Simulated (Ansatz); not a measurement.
`C[O][Zr]([CH3])([NH2])[OH]` + `C=C(O)[SiH3]` → `C=C([SiH3])OC` + `[CH3][Zr]([NH2])([OH])[OH]`  (substitution at a C–O bond)

Gas-phase electronic energies from Ansatz, PBE0-D4/def2-TZVP geometries. CBS: MP2 limit from def2 TZ/QZ plus the TZ coupled-cluster correction, frozen cores. DFT in def2-TZVPP. def2 core potentials past Kr. For Zr outer-core shells are correlated without core-valence functions, which leaves a few kJ/mol of doubt a bond. One conformer a species, not always the lowest.

`C[O][Zr]([CH3])([NH2])[OH]`:

Cartesian coordinates in Å:
```
C 0.340 2.043 -1.769
O 0.104 1.091 -0.787
Zr -0.409 -0.198 0.537
C 0.371 -2.146 -0.256
N 0.603 0.148 2.274
O -2.284 -0.485 0.898
H 0.517 3.026 -1.319
H 1.222 1.773 -2.360
H -0.515 2.126 -2.448
H 1.451 -2.105 -0.432
H 0.182 -2.969 0.442
H -0.110 -2.403 -1.208
H 1.486 0.633 2.360
H 0.277 -0.089 3.201
H -3.235 -0.444 0.866
```

`C=C(O)[SiH3]`:

Z-matrix (Å, degrees):
```
Si
C 1 1.875
H 1 1.489 2 109.7
H 1 1.489 2 109.7 3 -117.4
H 1 1.482 2 109.4 3 121.3
O 2 1.368 1 119.8 3 58.7
C 2 1.332 1 121.2 3 -121.3
H 6 0.960 2 110.6 1 -0.0
H 7 1.085 2 121.4 1 180.0
H 7 1.081 2 120.3 1 -0.0
```

`C=C([SiH3])OC`:

Cartesian coordinates in Å:
```
C -0.071 -1.081 0.908
C -0.043 -0.260 -0.146
Si -0.249 -0.875 -1.907
O 0.131 1.083 -0.096
C 0.296 1.664 1.177
H -0.217 -2.140 0.746
H 0.045 -0.751 1.933
H -1.429 -0.233 -2.541
H -0.437 -2.347 -1.866
H 0.956 -0.543 -2.711
H 0.419 2.734 1.015
H 1.183 1.264 1.680
H -0.583 1.487 1.807
```

`[CH3][Zr]([NH2])([OH])[OH]`:

```xyz
12

C     0.520    1.211   -1.220
Zr   -0.329   -0.358    0.134
N     0.891   -0.388    1.765
O    -2.072    0.295    0.632
O    -0.159   -2.009   -0.842
H     1.547    0.971   -1.518
H    -0.077    1.305   -2.136
H     0.538    2.193   -0.734
H     1.699   -0.983    1.886
H     0.756    0.147    2.612
H    -3.007    0.429    0.749
H    -0.309   -2.815   -1.327
```

(1) Is it downhill or uphill in electronic energy at CCSD(T)/CBS, and by how much? (An estimate is asked.)

(2) What do these levels give: ωB97M-V, PBE, PBE0, MP2/def2-QZVPP, HF/CBS(def2), MP2/CBS(def2)? (An estimate is asked.)

Largest T1 diagnostic among the species: 0.016.

Results:

(1) Ansatz gave: Downhill: ΔE = -0.17 eV.

(2) Ansatz gave: ωB97M-V -0.17, PBE -0.10, PBE0 -0.12, MP2/def2-QZVPP -0.19, HF/CBS(def2) -0.13, MP2/CBS(def2) -0.20 eV.
